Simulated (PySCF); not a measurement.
**SnHF, singlet: structure and spectrum**

All numbers come from PBE0/[Sn def2-TZVP with ECP28, H def2-TZVP, F def2-TZVP], scalar-relativistic core potentials, density fitting, no spin–orbit coupling, PySCF.

The structure is a minimum.

```xyz
3
charge 0 multiplicity 1, angstrom
Sn   -0.0070   -0.1777   -0.1922
H     0.0437    1.1135   -1.4235
F     0.0424    1.0785    1.2915
```

```
Point group                                                                   : Cs
Bond lengths                                                                  : Sn–F 1.945 Å, Sn–H 1.785 Å
Bond angles                                                                   : F–Sn–H 93.3°
Highest occupied level                                                        : -7.05 eV
Principal polarisabilities                                                    : 32.7, 37.6, 46.0 bohr³
Entropy at 298.15 K and 1 bar                                                 : 262.1 J/(mol K)
Enthalpy at 298.15 K above 0 K                                                : 10.76 kJ/mol
Rotational symmetry number                                                    : 1
Atomisation energy without zero-point energy                                  : 733 kJ/mol
Lowest empty level                                                            : -2.89 eV
Principal quadrupole moments (Buckingham, traceless) about the centre of mass : -5.33, -2.42, 7.75 D Å
Rotational constants                                                          : 5.318, 0.2712, 0.258 cm⁻¹
Zero-point energy                                                             : 17.4 kJ/mol
Heat capacity Cp at 298.15 K                                                  : 42.0 J/(mol K)
Dipole moment                                                                 : 2.78 D
```

Harmonic modes (masses in u: Sn 119.902, H 1.008, F 18.998):
```tsv
symmetry	ω (cm⁻¹)	IR (km/mol)	μ (u)
a'	584	109	19.51
a'	616	29.7	1.07
a'	1702	498	1.02
```

Charges (e):
| atom | Mulliken | Löwdin | polar tensor | Mayer order to Sn1 |
| --- | --- | --- | --- | --- |
| Sn1 | 0.61 | 0.42 | 0.97 | – |
| H2 | -0.12 | -0.11 | -0.31 | 0.94 |
| F3 | -0.49 | -0.31 | -0.66 | 0.83 |

Mulliken populations on Sn1 (electrons outside its core potential): s 3.87, p 7.33, d 10.13, f 0.05.

Outer orbital energies (eV). occupied: -28.79, -28.57, -28.25, -13.70, -10.74, -10.61, -10.17, -7.05; empty: -2.89, -0.71, 1.00, 2.77.

Counting electrons, tin keeps 2 of its valence electrons outside its bonds, so the VSEPR class is AX2E1 and the expected shape is bent; with unlike ligands the computed point group is Cs.

This need not be the most stable arrangement of these atoms.

The final relaxation and frequency run took 22 s on 2 threads of a shared Arm Neoverse V1 host, with 87 basis functions and 15 gradients; the process peaked at 0.81 GiB. Launch command: `OMP_NUM_THREADS=2 python axn.py task.json out`.
